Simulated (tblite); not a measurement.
Compound: C₅H₆NO₂ (doublet state).
Z-matrix (Å and degrees, GFN2-xTB geometry), rows numbered from 1:
```
O 
C   1  1.1996
N   2  1.3345  1  132.36
C   3  1.3948  2  125.33  1    -1.98
C   4  1.3341  3  135.57  2     1.77
C   5  1.5164  4   92.77  3  -177.42
O   6  1.3938  5  118.40  4  -119.87
C   4  1.5038  3  128.36  2  -175.83
H   3  1.0111  2  118.40  1  -179.79
H   5  1.0716  4  134.78  3     2.24
H   6  1.0919  5  114.90  4   113.79
H   7  0.9642  6  108.97  5    41.56
H   8  1.0891  4  115.50  3   -68.34
H   8  1.0886  4  115.79  3    61.81
```

All values are computed: GFN2-xTB (tblite) harmonic vibrations without scaling, gas phase. The method is semi-empirical: single wavenumbers can be off by several per cent or more. One conformer, not necessarily the lowest. Open shells enter through the occupations alone, without spin polarisation, and single modes of such species can be off by tens of per cent.

Harmonic wavenumbers (cm⁻¹): 53.4, 108.3, 126.1, 258.2, 296.0, 338.5, 433.9, 449.8, 481.5, 568.4, 601.4, 748.0, 792.0, 859.5, 949.0, 985.5, 998.3, 1035.8, 1086.9, 1140.7, 1160.1, 1166.3, 1196.3, 1222.4, 1246.6, 1338.5, 1361.6, 1448.6, 1693.4, 1847.3, 2962.4, 2994.8, 3002.7, 3163.9, 3411.6, 3534.7.

A = 5732, B = 1158, C = 1013 MHz; mass 112.040 u (most abundant isotopes); point group C1, symmetry number 1; spin multiplicity 2.

Problem. What is the zero-point energy?

Solution. ½Σν̃ = 22531 cm⁻¹ = 269.53 kJ/mol.

Problem. Give the ideal-gas entropy at 350 K and 1 bar in the rigid-rotor, harmonic-oscillator model (classical rotation).

Solution. Translation 171.04, rotation 120.24, vibration 100.30, spin (R ln 2) 5.76: S = 397.3 J/(mol K).

Problem. And Cp and H(350 K) − H(0)?

Solution. Cp = 144.28 J/(mol K), of which vibrations give 111.02 (their classical limit is 36 R = 299.3); H(350 K) − H(0) = 30.56 kJ/mol without the zero-point energy, 18.92 from vibrations.

Problem. What must be added to the electronic energy to get the Gibbs energy at 350 K and 1 bar?

Solution. ZPE + [H(350 K) − H(0)] − T·S = 269.53 + 30.56 − 139.07 = 161.02 kJ/mol.

Problem. Blend soft modes into free rotors: weight 1/[1 + (100 cm⁻¹/ν̃)⁴] for the oscillator and the rest for a rotor with moment μB/(μ + B), μ = h/(8π²ν), B = 10⁻⁴⁴ kg m². What vibrational entropy results?

Solution. 93.24 J/(mol K) in place of 100.30, which changes −T·S at 350 K by +2.47 kJ/mol.

Problem. How do the functions run with temperature in this model?

Solution. 
```json
{"T (K)": "100", "S (J/(mol K))": "278.2", "Cp (J/(mol K))": "62.9", "H − H(0) (kJ/mol)": "4.70", "G − H(0) (kJ/mol)": "-23.12", "ln q(vib)": "1.09"}
{"T (K)": "200", "S (J/(mol K))": "331.6", "Cp (J/(mol K))": "95.0", "H − H(0) (kJ/mol)": "12.59", "G − H(0) (kJ/mol)": "-53.73", "ln q(vib)": "2.82"}
{"T (K)": "300", "S (J/(mol K))": "376.4", "Cp (J/(mol K))": "128.2", "H − H(0) (kJ/mol)": "23.74", "G − H(0) (kJ/mol)": "-89.17", "ln q(vib)": "4.64"}
{"T (K)": "500", "S (J/(mol K))": "456.1", "Cp (J/(mol K))": "185.4", "H − H(0) (kJ/mol)": "55.44", "G − H(0) (kJ/mol)": "-172.59", "ln q(vib)": "8.36"}
{"T (K)": "800", "S (J/(mol K))": "555.7", "Cp (J/(mol K))": "237.1", "H − H(0) (kJ/mol)": "119.61", "G − H(0) (kJ/mol)": "-324.91", "ln q(vib)": "13.82"}
{"T (K)": "1000", "S (J/(mol K))": "611.0", "Cp (J/(mol K))": "258.3", "H − H(0) (kJ/mol)": "169.27", "G − H(0) (kJ/mol)": "-441.70", "ln q(vib)": "17.20"}
```

q(vib) and H(0) count from the zero-point level.

Hindered rotation and anharmonicity are outside this model. Other conformers, if any are populated, would add a mixing term that is left out. The structure is chiral; the term R ln 2 for an equal mix with its mirror image is left out.
